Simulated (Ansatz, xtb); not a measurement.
**AgNOSi: which of two structures lies lower**

Structure a is a singlet given by its coordinates and structure b is a singlet given by its coordinates. Both are isolated molecules in the gas phase, relaxed with PBE-D3(BJ)/def2-SVP.

a (Å):

```
atom    x (Å)    y (Å)    z (Å)
  Ag  -2.6271   1.5492   2.5285
   N  -2.7647  -2.4085  -0.1273
   O  -1.5956   0.2035   1.3383
  Si  -2.2144  -1.1079   0.6110
```

Close contacts (Å): Ag1–O3 2.07, Ag1–Si4 3.30, N2–Si4 1.59, O3–Si4 1.62.

b (Å):

```yaml
atoms:
  - { symbol: Ag, position_ang: [-0.8147, 0.1413, -1.2541] }
  - { symbol: N, position_ang: [-0.7648, -0.2310, 0.8331] }
  - { symbol: O, position_ang: [-0.4544, 1.0134, 1.6145] }
  - { symbol: Si, position_ang: [0.9559, 0.1028, 1.1423] }
```

Close contacts (Å): Ag1–N2 2.12, Ag1–Si4 2.98, N2–O3 1.50, N2–Si4 1.78, O3–Si4 1.74.

**Question.** Which of the two would you expect CCSD(T)/def2-TZVPP electronic energies to favour?

**Answer.** Structure a; the calculation gives E(b) − E(a) = +11.8 kcal/mol.

Level by level:

| level | geometry | E(b) − E(a) (kcal/mol) | departure from the last row (kcal/mol) | job, with rough time for the two |
| --- | --- | --- | --- | --- |
| GFN2-xTB | GFN2-xTB | +37.4 | +25.6 | optimisation, 0.39 s |
| HF/STO-3G | GFN2-xTB | −71.3 | −83.1 | single point, 7.6 s |
| r2SCAN-D4/def2-SVP | GFN2-xTB | +5.3 | −6.4 | single point, 7.5 s |
| PBE-D3(BJ)/def2-SVP | PBE-D3(BJ)/def2-SVP | −2.9 | −14.6 | optimisation, 62 s |
| HF/def2-TZVPP | PBE-D3(BJ)/def2-SVP | +15.6 | +3.8 | part of the CCSD(T) run |
| MP2/def2-TZVPP | PBE-D3(BJ)/def2-SVP | +18.5 | +6.8 | part of the CCSD(T) run |
| CCSD(T)/def2-TZVPP | PBE-D3(BJ)/def2-SVP | +11.8 |  | single point, 4.6 min |

HF/STO-3G, PBE-D3(BJ)/def2-SVP put the two in the other order. The largest departure from CCSD(T)/def2-TZVPP is that of HF/STO-3G, 83.1 kcal/mol.

With harmonic frequencies from PBE-D3(BJ)/def2-SVP (ideal gas, rigid rotor, one conformer each, 298.15 K, 1 atm): on the last row, ΔE + ΔZPE = +11.5, ΔH = +11.4, ΔG = +11.8 kcal/mol.

The T1 diagnostic of structures a and b is large, so the coupled-cluster value is less sure. The correlated steps freeze 7 core orbitals; the last core shell of Ag is correlated, in a basis made for valence electrons. Atoms past krypton carry core potentials in the def2 sets, other sets are all-electron and non-relativistic, and no spin–orbit term is included. Mirror images aren't counted in ΔG. Codes used: Ansatz 0.2.0, xtb 6.7.1; the last row on 1 thread of Intel(R) Xeon(R) Processor @ 2.50GHz (Skylake/Cascade Lake) on a shared host.
